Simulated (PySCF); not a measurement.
Two species compared at the same levels of theory.

First species: C6H6O2Si.
SMILES: `O=C(O)C#CC1=CC[SiH2]1`

Second species: H₆O₃Si₃.
SMILES: `[SiH2]1O[SiH](O[SiH2]1)O`

Levels: CAM-B3LYP/def2-SVPD for HOMO energy, LUMO energy, HOMO–LUMO gap and static isotropic polarisability; TDDFT CAM-B3LYP/def2-SVPD for lowest singlet excitation; TDA CAM-B3LYP/def2-SVPD for lowest triplet excitation (Tamm–Dancoff). Geometries: GFN2-xTB. Each structure is a single optimised conformer of the isolated species, non-relativistic unless stated; the electronic structure was computed with PySCF and density fitting.

Dipoles, sizes and rotational constants follow the conformer. The torsions of the flexible species, by atom-mapped SMILES:
- `[O:1]=[C:2]([OH:3])[C:4]#[C:5][C:6]1=[CH:7][CH2:8][SiH2:9]1`: H–O3–C2–O1 0°

The conformers of `O[SiH]1O[SiH2][SiH2]O1` aren't listed.

Values for the first species:

- HOMO energy: -8.58 eV
- LUMO energy: -0.96 eV
- HOMO–LUMO gap: 7.62 eV
- Lowest singlet excitation: 4.16 eV
- Lowest triplet excitation (Tamm–Dancoff): 3.09 eV
- Static isotropic polarisability: 111.9 au

Estimate the same properties for the second species, and the change in each.

```json
{"property": "HOMO energy", "first": "-8.58 eV", "second": "-9.56 eV", "second less first": "-0.98 eV"}
{"property": "LUMO energy", "first": "-0.96 eV", "second": "0.03 eV", "second less first": "+0.99 eV"}
{"property": "HOMO–LUMO gap", "first": "7.62 eV", "second": "9.59 eV", "second less first": "+1.97 eV"}
{"property": "lowest singlet excitation", "first": "4.16 eV", "second": "6.11 eV", "second less first": "+1.95 eV"}
{"property": "lowest triplet excitation (Tamm–Dancoff)", "first": "3.09 eV", "second": "5.46 eV", "second less first": "+2.37 eV"}
{"property": "static isotropic polarisability", "first": "111.9 au", "second": "79.7 au", "second less first": "-32.2 au"}
```

On the first: The principal polarisabilities are 67.2, 97.9 and 170.6 au; their mean is the isotropic value. In wavenumbers S1 is 33500 cm⁻¹ (1 eV = 8065.54 cm⁻¹).

On the second: The 8 singlets span 6.11 to 8.20 eV, and their oscillator strengths add up to 0.40. No computed singlet falls in the visible range (750 to 380 nm, 1.65 to 3.26 eV); S1 lies 2.85 eV above its blue end.
